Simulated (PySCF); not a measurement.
**CsH from Hartree–Fock to correlated methods**

State: ¹Σ⁺ (singlet), closed shell. Set-up: PySCF, scalar-relativistic core potentials, basis sets Cs def2-TZVP with ECP46, H def2-TZVP. De refers to Cs + H in their ground configurations, without counterpoise correction. A positive dipole means Cs(−)H(+).

| Level | Re (Å) | ωe (cm⁻¹) | De (eV) | μ (D) |
| --- | --- | --- | --- | --- |
| RHF | 2.616 | 830 | 0.81 | -9.77 |
| RHF-MP2 | 2.549 | 848 | 1.18 | n/a |
| RHF-SCS-MP2 | 2.557 | 844 | 1.32 | n/a |
| RHF-CCSD | 2.572 | 814 | 1.39 | n/a |
| RHF-CCSD(T) | 2.570 | 813 | 1.41 | n/a |
| PBE | 2.509 | 854 | 1.75 | -7.23 |
| PW91 | 2.506 | 858 | 1.79 | -7.23 |
| r²SCAN | 2.520 | 860 | 1.79 | -8.06 |
| r²SCANh | 2.518 | 866 | 1.77 | -8.20 |
| PBE0 | 2.505 | 875 | 1.68 | -7.97 |
| r²SCAN0 | 2.515 | 874 | 1.73 | -8.39 |
| HSE06 | 2.508 | 876 | 1.68 | -7.91 |

Q: Which functional lies closest to RHF-CCSD(T) in De, which farthest, and by how much do they differ from it?

A: Closest is PBE0 (-6.5 pm in Re, +7.6 % in ωe, +0.27 eV in De against RHF-CCSD(T) in the same basis), farthest PW91 (-6.4 pm in Re, +5.5 % in ωe, +0.38 eV in De). CCSD(T) converges more slowly with the basis than the functionals do and binds too weakly in this one, so the order can change at the basis-set limit.

Q: What does a quarter of exact exchange do here, going from PBE to PBE0?

A: PBE0 less PBE: -0.4 pm in Re, +2.5 % in ωe, -0.07 eV in De. Exact exchange removes part of the self-interaction that spreads semilocal densities, and in most molecules shortens and stiffens the bond and lowers De; so it does here.

Q: What does the step from GGA to meta-GGA do here, going from PBE to r²SCAN?

A: r²SCAN less PBE: +1.1 pm in Re, +0.7 % in ωe, +0.04 eV in De. 

Correlated steps freeze no core orbitals. Spin–orbit coupling is left out. Where the molecule has an RHF reference, its open-shell atoms are computed with UHF. The CCSD T1 diagnostic is raised, a sign that a single reference may not be enough here.
